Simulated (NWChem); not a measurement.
System: C₂H₅BO₃; SMILES O(C=C)B(O)O

Input file for NWChem:

```
start job
memory heap 200 mb stack 900 mb global 1100 mb
geometry units angstroms noautosym nocenter noautoz
  C      0.482647     2.175885    -0.018659
  C     -0.675502     1.516085     0.010744
  O     -0.898459     0.166310     0.006517
  B     -0.005422    -0.872615     0.002171
  O     -0.590377    -2.115516    -0.010617
  O      1.351652    -0.643110     0.011306
  H      1.445756     1.684272    -0.047866
  H      0.455321     3.260388    -0.011706
  H     -1.627140     2.040686     0.040312
  H      0.034412    -2.851237    -0.013159
  H      1.889657    -1.445571     0.012823
end
basis spherical
  * library def2-svp
end
dft
  xc b3lyp
  iterations 150
end
property
  response 1 0.0773
end
task dft property
```

The geometry was optimised at B3LYP/6-31G* (spherical d).

Field at 589 nm.

Problem. What results follow from this input? (B3LYP/def2-SVP.) Quantities: isotropic polarisability (bohr³); anisotropy (bohr³).

Solution. 
```yaml
isotropic polarisability (bohr³): 42.6
anisotropy (bohr³): 32.5
```
